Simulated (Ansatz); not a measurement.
Breaking the Ga1–H2 bond in GaH (multiplicity 1 held). Energies count from the point at 1.689 Å.


Restricted levels (R-, RO-) in cc, def2 and unpolarised 6-31G sets keep to the state of the molecule at rest. Full CI gives the lowest state of the spin. Curves can end on different states.

Correlated levels freeze the cores. Filled d and f shells under p-block atoms count as core.

Programs: Ansatz (a first-principles code) with Gaussian orbitals. Values without a source in brackets are computed.

Q: What is the computed energy at R = 6.756 Å (FCI/cc-pVDZ)?

A: 269 kJ/mol

Q: Estimate the energy at R = 6.756 Å that R-SCS-MP2/cc-pVDZ returns for this input.

A: 311 kJ/mol

Q: Give the energy at R = 6.756 Å at the level R-MP2/cc-pVDZ.

A: 353 kJ/mol

Doubts at one or more of the structures used: a restricted determinant that unrestricted orbitals would lower (R-MP2/cc-pVDZ, R-SCS-MP2/cc-pVDZ).
